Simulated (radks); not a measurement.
Values are calculated unless marked as measured or tabulated.
All-electron atom: Yb60+ in [Ne] (the NIST ground configuration).

Code: a radial shooting solver on a logarithmic mesh with Libxc functionals. Model: scalar-relativistic Kohn-Sham, PBE, spin-unpolarised, spherical densities, point nucleus.

Energy parts (eV):
| part | energy |
|---|---|
| total | -266193.84 |
| kinetic | 297698.41 |
| electron-nucleus | -580871.55 |
| Hartree | 20431.02 |
| exchange-correlation | -3451.73 |

Orbitals (lengths in bohr, moments of r in powers of bohr):
| orbital | occ. | eigenvalue (eV) | <r> |
|---|---|---|---|
| 1s | 2 | -66328.09 | 0.01964 |
| 2s | 2 | -15152.44 | 0.08196 |
| 2p | 6 | -13968.33 | 0.07265 |
| 3s | 0 | -6305.330 | 0.1950 |
| 3p | 0 | -5954.956 | 0.1900 |

The highest occupied level is 2p at -13968.3 eV. Summed over all electrons, <r^2> = 0.05540 bohr^2, which gives a Langevin (diamagnetic) susceptibility term of -0.0439 x 10^-6 cm^3/mol. The density falls to 0.001 e/bohr^3 at r = 0.33 bohr. For comparison, the ionisation energy in NIST's Atomic Spectra Database is 13784 eV (theoretical). In exact Kohn-Sham theory the highest level is minus the ionisation energy, but local and semilocal functionals leave it too shallow, through self-interaction and a potential that decays too fast; potentials with the right tail come closer.
